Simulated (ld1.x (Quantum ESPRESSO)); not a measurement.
Results of a calculation; reference values are marked as such.
**Potentials for cadmium compared**

Generated with ld1.x 7.5 (TM, RRKJ, ultrasoft, PAW), atompaw 4.2 or ONCVPSP 4.0.1. The cutoff is in Ry: for ld1.x and atompaw files where the sum of valence levels is converged to 10 mRy in a Bessel basis, for ONCV files where the hardest occupied wave has 1 mHa per electron of residual kinetic energy. The error is the largest all-electron minus pseudo excitation energy over each file’s own four to seven test configurations (ionisations up to +4, promotions, holes and added fractions of an electron), all of which were solved. The labels leave out finer settings (local radius, basis sizes, second energies), which also bear on the numbers. Spin-polarised tests are not counted. The rows are a selection from randomly drawn settings: files with unsolved tests, undetermined cutoffs or missed reference levels are left out.

A true bound ghost makes a file unfit for plane-wave use even where its test errors are small: the radial tests pick states by their node count and pass the ghost by.

```csv
potential,cutoff (Ry),largest error (meV),bound ghosts
"TM, PBE, fully relativistic, rc 1.95/2.95/1.15 (spd), local s, core correction yes, reference 4d10 5s1.5 5p0.5",90,-217,none
"PAW, PBEsol, scalar-relativistic, rc 2.65/2.35/1.40/2.55 (spdf), local smoothed, core correction yes, reference 4d10 5s2 5p0",60,-434,s
"RRKJ, PBEsol, scalar-relativistic, rc 2.00/2.25/1.50 (spd), local s, core correction yes, reference 4d10 5s2 5p0",70,-997,none
"PAW, BLYP, scalar-relativistic, rc 2.30/3.20/1.65 (spd), local smoothed, core correction yes, reference 4d10 5s2 5p0",40,-603,none
"TM, PBE, scalar-relativistic, rc 1.90/2.65 (sp), local smoothed, core correction yes, reference 5s2 5p0",10,-256,none
```

(1) Fill in the row for Cd: RRKJ, PBE, scalar-relativistic, rc 1.95/2.35/1.05 (spd), local s, core correction no, reference 4d10 5s1.5 5p0.5.

(2) Fill in the row for Cd: PAW, LDA (PZ), scalar-relativistic, rc 2.80/4.40 (sp), local smoothed, core correction yes, reference 5s1.5 5p0.5.

Answers

(1) cutoff 140 Ry, largest error -647 meV, bound ghosts: none.

(2) cutoff 6 Ry, largest error -174 meV, bound ghosts: none.
